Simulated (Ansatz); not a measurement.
Reaction (redistribution): `C=[CH][GeH2][CH2]F` + `BCS` → `C=[CH][GeH3]` + `BCSCF`

Computed with Ansatz on PBE0-D4/def2-TZVP structures; ΔE is electronic, products minus reactants. CCSD(T)/CBS adds triple-zeta CCSD(T) − MP2 to the extrapolated MP2 energy (def2 sets, frozen cores). Functionals use def2-TZVPP. B3LYP here is the variant with VWN-RPA as its local correlation; programs differ in this. For Ge outer-core shells are correlated without core-valence functions, which leaves a few kJ/mol of doubt a bond. Scalar relativity is left out up to krypton. One conformer a species, not always the lowest.

`C=[CH][GeH2][CH2]F`:

Z-matrix (Å, degrees):
```
Ge
C 1 1.936
C 1 1.978 2 109.7
H 1 1.541 2 109.0 3 -118.9
H 1 1.539 2 111.2 3 119.5
C 2 1.328 1 123.1 3 118.7
H 2 1.088 1 117.9 3 -60.5
F 3 1.389 1 109.7 2 59.8
H 3 1.094 1 110.7 2 -59.5
H 3 1.094 1 111.3 2 179.5
H 6 1.087 2 121.9 1 -179.3
H 6 1.086 2 122.0 1 0.8
```

`BCS`:

Cartesian coordinates in Å:
```
B 0.211 0.182 -1.006
C 0.054 0.400 0.519
S -0.742 -0.882 1.519
H 0.000 -0.875 -1.527
H 0.600 1.097 -1.673
H -0.453 1.352 0.709
H 1.083 0.565 0.879
H -0.752 -1.840 0.580
```

`C=[CH][GeH3]`:

Z-matrix (Å, degrees):
```
Ge
C 1 1.938
H 1 1.539 2 110.6
H 1 1.538 2 108.6 3 -120.2
H 1 1.539 2 110.6 3 119.5
C 2 1.327 1 123.1 3 120.1
H 2 1.088 1 118.1 3 -59.9
H 6 1.087 2 121.9 1 -180.0
H 6 1.086 2 122.0 1 0.0
```

`BCSCF`:

Cartesian coordinates in Å:
```
B 1.736 0.838 1.060
C 0.511 0.033 0.554
S 0.038 0.361 -1.151
C -1.460 -0.590 -1.259
F -2.500 -0.041 -0.534
H 2.178 1.772 0.459
H 2.217 0.534 2.113
H 0.631 -1.041 0.733
H -0.303 0.356 1.225
H -1.302 -1.605 -0.887
H -1.746 -0.615 -2.313
```

```
             level  ΔE (eV)
          B3LYP-D4    -0.03
SCS-MP2/def2-TZVPP     0.00
SCS-MP2/def2-QZVPP    -0.01
    CCSD/CBS(def2)     0.00
```

(1) What does CCSD(T)/CBS give? (Estimate.)

Largest T1 diagnostic among the species: 0.012.

Answers

(1) Ansatz gave: -0.01 eV. The listed levels differ from it by -0.02, 0.01, 0.00, 0.01 eV.
